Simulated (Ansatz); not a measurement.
Basis sets compared for N-butyl-N-methylpyrrolidinium chloride, `CCCC[N+]1(C)CCCC1.[Cl-]`. The state is a singlet with charge 0. Geometry r2SCAN-D4/def2-SVP. Ansatz on 4 threads of Intel Xeon 6975P-C on a shared host; times are rough, and most runs start from earlier orbitals.

Cartesian coordinates in Å:
```
C -4.0078 -0.1470 1.3564
C -3.0105 -0.2630 0.2111
C -1.5719 0.0236 0.6468
C -0.6448 -0.0435 -0.5504
N 0.8266 0.0871 -0.2318
C 1.0912 1.3766 0.4896
C 1.6153 0.0734 -1.5299
C 3.0422 -0.2472 -1.1013
C 2.9060 -1.0422 0.2258
C 1.4015 -1.0803 0.5188
H -3.7678 -0.8509 2.1713
H -5.0332 -0.3642 1.0193
H -4.0061 0.8694 1.7837
H -3.0643 -1.2744 -0.2332
H -3.2792 0.4405 -0.5970
H -1.2794 -0.6933 1.4392
H -1.5378 1.0332 1.0905
H -0.8339 0.8008 -1.2571
H -0.7468 -1.0076 -1.0762
H 0.6831 2.1801 -0.1690
H 2.1740 1.4889 0.6223
H 0.6014 1.3360 1.4698
H 1.1790 -0.7416 -2.1281
H 1.4014 1.0420 -2.0356
H 3.6290 0.6718 -0.9526
H 3.5557 -0.8241 -1.8837
H 3.3005 -2.0660 0.1472
H 3.4572 -0.5533 1.0432
H 1.1377 -1.0030 1.5824
H 0.9271 -1.9820 0.1013
Cl -0.1452 2.7598 -2.1727
```

Binding counts from free atoms (C triplet, N quartet, H doublet, Cl doublet) in the same basis, without a counterpoise term.

```tsv
level	functions	energy (Eh)	HOMO (eV)	LUMO (eV)	binding per atom (eV)	wall time
HF/6-31G	143	-866.1832	-8.25	4.58	2.89	1.4 s
PBE-D4/def2-SVP	258	-868.7577	-3.69	-0.24	4.18	3.4 s
PBE0-D4/def2-SVP	258	-868.8766	-5.00	0.61	4.13	4.9 s
```

Q: Estimate the rows for HF/def2-TZVP, PBE-D4/def2-TZVP (with forces), PBE0-D4/def2-TZVP (with forces).

A: 
```tsv
level	functions	energy (Eh)	HOMO (eV)	LUMO (eV)	binding per atom (eV)	wall time
HF/def2-TZVP	467	-866.5310	-8.44	2.73	3.00	11 s
PBE-D4/def2-TZVP (with forces)	467	-869.3621	-4.23	-0.68	4.14	7.5 s
PBE0-D4/def2-TZVP (with forces)	467	-869.4683	-5.48	0.12	4.09	20 s
```
